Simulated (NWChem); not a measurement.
CHCl2FOSi; SMILES O=C[Si](F)(Cl)Cl

```xyz
7

O      1.4316     2.1159    -0.5054
C      1.5271     1.0551     0.0498
Si     0.0151    -0.1022     0.2958
F     -0.1486    -0.4062     1.8706
Cl    -1.6816     0.7680    -0.3976
Cl     0.3871    -1.8774    -0.6417
H      2.5174     0.6877     0.4366
```
Atoms are numbered in this order, from 1.

All runs: NWChem. Pople sets run with spherical d functions. The geometry was optimised at PBE0/def2-SVP.

Question: Predict the results for LDA (Slater exchange, VWN5)/6-31G*. Quantities: highest occupied level (eV); orbital gap (eV); dipole (D).

Answer: highest occupied level (eV): -6.33
orbital gap (eV): 2.72
dipole (D): 1.33
